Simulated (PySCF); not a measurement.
C4H5NSi, SMILES N#CC1=CC[SiH2]1. Atoms are numbered in the order given.

```xyz
11

N     -0.1512    -3.0188     0.0000
C     -0.0020    -1.8655     0.0000
C      0.1238    -0.4532     0.0000
C      1.2536     0.3035     0.0000
C      0.8441     1.7660     0.0000
Si    -0.9538     1.0975     0.0000
H      2.2870    -0.0693     0.0000
H      1.1787     2.3226    -0.8915
H      1.1787     2.3226     0.8915
H     -1.7754     1.3432    -1.2175
H     -1.7754     1.3432     1.2175
```

Geometry optimised at B3LYP-D3(BJ)/def2-SVP. The structure was generated by enumeration, and PubChem lists no compound with its InChIKey, so it may never have been made.

Computed with PySCF with PBE/def2-TZVP.

Symmetry labels are those of the subgroup Cs that the program uses (full group Cs).

Computed valence orbital energies around the gap with their symmetry:
```tsv
orbital	symmetry	energy (eV)
HOMO−7	A'	-10.57
HOMO−6	A"	-9.25
HOMO−5	A'	-9.17
HOMO−4	A"	-8.74
HOMO−3	A'	-8.43
HOMO−2	A'	-7.86
HOMO−1	A'	-7.51
HOMO	A"	-6.99
LUMO	A"	-2.64
LUMO+1	A'	-1.30
LUMO+2	A'	-0.55
LUMO+3	A'	0.12
```
